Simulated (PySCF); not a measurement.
## Telling isomers of C4H8F3NSi apart by NMR

- GFN2-xTB geometry
- σ from GIAO-PBE0/pcSseg-1
- run in PySCF 2.14.0 with density-fitted response routines
- in vacuum, a single conformation, no relativistic terms, rapidly exchanging positions averaged

Shifts are taken against calculated references (same method and geometry level): TMS for 1H, 13C. Splittings of carbon signals by F and P are missing where no couplings were computed. Where no couplings were computed, multiplicities follow the n + 1 count of equivalent neighbours, and m marks all less simple cases (inequivalent or close neighbours, rings, F or P nearby). Shifts are as computed. Against solution values, carbons near 30 ppm lie about +3 ppm off and those near 130 ppm about +5 ppm. Of 1211 compounds with measured shifts, 218 miss one by over three times the rms of a fit or turn the order of signals round; such compounds aren't used in these exercises. OH and NH positions are gas-phase values without hydrogen bonding to other molecules.

(1) Tabulate the signals of `C/C(=N\C[SiH3])C(F)(F)F`, `F/C(=C/CN[SiH3])C(F)F` and their relative energies.

(2) What is the quickest way to tell C/C(=N\C[SiH3])C(F)(F)F from F/C(=C/CN[SiH3])C(F)F?

## Answers

(1) 
```tsv
SMILES	carbon types	δC	δH	E rel. (kcal/mol)
C/C(=N\C[SiH3])C(F)(F)F	2×C 1×CH2 1×CH3	157.1, 129.6, 40.8, 11.0	3.96 (m, 2H), 3.89 (m, 3H), 2.05 (s, 3H)	0.0
F/C(=C/CN[SiH3])C(F)F	1×C 2×CH 1×CH2	164.8, 126.2, 119.3, 42.4	6.49 (m, 1H), 6.06 (m, 1H), 4.69 (s, 3H), 3.74 (d, 2H), -0.31 (br s, 1H)	7.6
```

Energies are electronic energies at PBE0/pcSseg-1 on these geometries, without zero-point or thermal terms, each for the one conformer computed, which needn't be the lowest.

(2) Both give the same number of carbon signals, but DEPT or the intensities differ. The first has a methyl carbon (CH3) at 11.0 ppm, the second an alkene CH at 126.2 ppm. Their most deshielded carbons lie at 157.1 and 164.8 ppm. In the proton spectra the most deshielded non-exchanging signals are 3.96 (m, 2H) and 6.49 (m, 1H).
